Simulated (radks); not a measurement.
Values are calculated unless marked as measured or tabulated.
Question: The mean radii <r> (bohr) of the occupied orbitals of an atom or ion are listed with their occupations. Code: a radial shooting solver on a logarithmic mesh with Libxc functionals. Model: Dirac Kohn-Sham, LDA (Slater exchange, Perdew-Wang correlation), spin-unpolarised, spherical densities, finite nucleus; Fermi nuclear charge, rms radius of each element as measured or else 0.836 A^(1/3) + 0.57 fm.

| orbital | occ. | <r> |
|---|---|---|
| 1s1/2 | 2 | 0.03921 |
| 2s1/2 | 2 | 0.1724 |
| 2p1/2 | 2 | 0.1476 |
| 2p3/2 | 4 | 0.1518 |
| 3s1/2 | 2 | 0.4929 |
| 3p1/2 | 2 | 0.4920 |
| 3p3/2 | 4 | 0.5025 |
| 3d3/2 | 4 | 0.4964 |
| 3d5/2 | 6 | 0.5001 |
| 4s1/2 | 2 | 1.350 |
| 4p1/2 | 2 | 1.526 |
| 4p3/2 | 4 | 1.558 |

Name the element and its charge. Open shells, if any, fill j = l - 1/2 first.

Answer: Z = 38, strontium, charge +2: Sr2+ in [Kr]. The 1s radius gives Z: for a bare nucleus <r> = (2 gamma + 1)/(2Z) with gamma = sqrt(1 - (Z/c)^2), 0.03844 bohr for Z = 38, and screening makes it slightly larger (0.03921 here). The occupations add up to 36, and the charge is Z minus that.
